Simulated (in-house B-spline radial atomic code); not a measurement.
# Dy+: [Kr] 4d10 4f10 5s2 (5p1/2)1 (5p3/2)4 6s2 (with a hole in an inner shell)

Computed with a B-spline radial code for spherical atoms: Dirac-Kohn-Sham PBE0, spherical fractional occupations, Fermi nucleus of rms radius 5.2218 fm.

Z_r = [3n² - l(l+1)]/(2<r>); Z_e = n√(-2ε); the last column is Slater's effective charge. Values are occupation-weighted means over j. An effective charge above Z reflects the relativistic contraction of the inner shells.

| shell | electrons | ε (eV) | <r> (bohr) | Z_r | Z_e | Slater |
| --- | --- | --- | --- | --- | --- | --- |
| 1s | 2 | -53734 | 0.02112 | 71.03 | 62.84 | 65.70 |
| 2s | 2 | -8986 | 0.0892 | 67.26 | 51.40 | 61.85 |
| 2p | 6 | -8008.2 | 0.07909 | 63.22 | 48.52 | 61.85 |
| 3s | 2 | -2023.4 | 0.2339 | 57.72 | 36.58 | 54.75 |
| 3p | 6 | -1718.2 | 0.2325 | 53.76 | 33.71 | 54.75 |
| 3d | 10 | -1308.8 | 0.212 | 49.52 | 29.42 | 44.85 |
| 4s | 2 | -416.85 | 0.53 | 45.28 | 22.14 | 38.25 |
| 4p | 6 | -315.03 | 0.5609 | 41.00 | 19.25 | 38.25 |
| 4d | 10 | -171.66 | 0.6105 | 34.40 | 14.21 | 26.85 |
| 5s | 2 | -63.541 | 1.292 | 29.02 | 10.81 | 12.10 |
| 5p | 5 | -37.612 | 1.523 | 23.96 | 8.31 | 12.10 |
| 4f | 10 | -16.085 | 0.8461 | 21.27 | 4.35 | 16.85 |
| 6s | 2 | -11.021 | 3.501 | 15.42 | 5.40 | 3.70 |

The least bound orbital is 6s1/2 at -11.02 eV, and it is also the most diffuse (<r> = 3.501 bohr). The part-filled 5p shell lies below the filled 6s shell in orbital energy.

For the 1s electron the small component carries 6.07 % of the norm, the zero-frequency Breit interaction raises the level by 166.8 eV, self-energy by 100.8 eV, and vacuum polarisation lowers it by 16.92 eV.

Caution: exact exchange at fractional occupations of open shells leaves self-interaction of up to several eV.
